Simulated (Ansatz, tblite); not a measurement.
Cost and result up the ladder for SiF2Cl2 (SiCl₂F₂) (5 atoms). Total charge 0; singlet. Geometry: PBE0-D4/def2-SVP.

Cartesian coordinates in Å:
```
Si 0.0339 -0.0135 -0.0663
F 1.6062 0.0101 -0.3449
F -0.6945 -0.3761 -1.4405
Cl -0.5645 1.8139 0.5462
Cl -0.3810 -1.4343 1.3055
```

Ansatz on 4 threads of Arm Neoverse V2 on a shared host; xTB runs through tblite on one thread. Times are rough, summed over both states, and most runs start from the orbitals of an earlier one. PBE0-D4/def2-TZVP serves as the yardstick here, not as an exact answer. The other state is a doublet.

The xTB rows come from tblite.

Raw xTB energies of ions are shifted by several eV.

| level | functions | vertical IE (eV) | difference from PBE0-D4/def2-TZVP (eV) |
| --- | --- | --- | --- |
| r2SCAN-D4/def2-TZVP | 173 | 12.07 | -0.21 |
| PBE0-D4/def2-TZVP (with forces) | 173 | 12.29 | 0.00 |
| GFN2-xTB | 35 | 15.84 | 3.56 |
| PBE-D4/def2-TZVP | 173 | 11.79 | -0.49 |
| GFN1-xTB | 35 | 15.65 | 3.36 |

Q: Estimate how long each takes.

A: GFN1-xTB 0.009 s; GFN2-xTB 0.009 s; PBE-D4/def2-TZVP 3.8 s; PBE0-D4/def2-TZVP (with forces) 10 s; r2SCAN-D4/def2-TZVP 15 s. On shared hardware such times vary by a factor of up to 3.
